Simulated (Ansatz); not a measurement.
Ideal-gas functions of `B1[SiH2]BS1` at 400 K and 1 bar, from an Ansatz frequency run at PBE0-D4/def2-TZVP.

Molar mass 85.81 g/mol, point group Cs (symmetry number 1), electronic degeneracy 1, moments of inertia 47.193, 140.952, 173.854 u Å². Harmonic wavenumbers (cm⁻¹, unscaled): 167, 300, 486, 506, 599, 670, 674, 697, 744, 795, 809, 881, 936, 982, 2211, 2221, 2662, 2664.

Use S(trans) = R[1.5 ln M + 2.5 ln T − 1.1517]; rotational temperatures θ = 24.2544 K / I; S(rot) = R[ln(√π/σ · √(T³/θAθBθC)) + 1.5]; for each mode x = 1.438777 ν̃/T, S = R[x/(eˣ − 1) − ln(1 − e⁻ˣ)] and H = RT x/(eˣ − 1); 1 cm⁻¹ = 0.0119627 kJ/mol; R = 8.31446 J/(mol·K).

Question: By hand: the entropy, in J/(mol·K).

Answer: Translation 170.5. Rotation: θ = 0.5139, 0.1721, 0.1395 K, giving 110.2. Vibration, mode by mode: 12.68, 8.07, 4.65, 4.40, 3.37, 2.76, 2.73, 2.56, 2.24, 1.94, 1.86, 1.51, 1.29, 1.13, 0.03, 0.03, 0.01, 0.01, in all 51.3. Electronic 0.0. Sum 332.0 J/(mol·K).

Question: By hand: H − E and G − E in kJ/mol, counted from the electronic energy.

Answer: Zero-point energy ½ × 19004 × 0.0119627 = 113.7; thermal vibration 13.0; translation, rotation and pV give 4 RT = 13.3. H − E = 140.0 kJ/mol, and G − E = 140.0 − 400 × 332.0/1000 = 7.2 kJ/mol.

Vibration gives 15 % of the entropy.
